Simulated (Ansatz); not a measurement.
Energy profile

The step: BClF₂ ([F][B]([F])[Cl]) + HF + HF → BF₃ ([F][B]([F])[F]) + HCl + HF; bonds formed: B1–F6, Cl2–H7, H5–F8; bonds broken: B1–Cl2, H5–F6, H7–F8 (atoms numbered as in the saddle structure below).

```
8
angstrom
B -0.2618 -1.0136 0.1564
Cl 1.5843 -0.3173 -0.0568
F -0.4833 -1.9279 -0.7815
F -0.4478 -1.3339 1.4343
H -0.5529 1.1964 -0.2009
F -1.1197 0.1950 -0.1539
H 1.0210 1.2193 -0.1653
F 0.2601 1.9820 -0.2322
```

Electronic energies by CCSD(T) at an estimated basis limit (MP2 extrapolated from triple and quadruple zeta, plus CCSD(T) − MP2 in triple zeta), on PBE0-D4/def2-TZVP structures; BH$_{2}$ClF$_{4}$, closed shell; no counterpoise correction. Program: Ansatz 0.2.0. Basis: def2-TZVPP and def2-QZVPP. Cores are frozen in the correlated methods. Extrapolation: Hartree–Fock as exp(−7.88 √X), correlation as X^−2.97.

Task: Give the profile in kcal/mol, counted from the separated reactants. (To be estimated.)

Result: The calculation gives:
| point | kcal/mol |
| --- | --- |
| separated: BClF$_{2}$ (linked as [F][B]([F])[Cl]; B1, Cl2, F3, F4; singlet) + HF (H5, F6; singlet) + HF (H7, F8; singlet) | 0.00 |
| start structure | -10.08 |
| saddle | -1.97 |
| end structure | -22.51 |
| separated: BF$_{3}$ (linked as [F][B]([F])[F]; B1, F3, F4, F6; singlet) + HCl (Cl2, H7; singlet) + HF (H5, F8; singlet) | -14.82 |
The saddle lies below the separated reactants: the barrier is submerged.

No T1 diagnostic of these runs exceeds 0.013.

For scale, one of the runs: CCSD(T)/def2-TZVPP, 225 basis functions, launched by `ansatz run in.yaml --threads 8 --pin off --events-out ev --progress --plain --max-ram 19148MiB`. The run took 86 s on 8 CPU threads of an Arm Neoverse V2 (shared host), with 4.2 GiB of host memory at its peak.
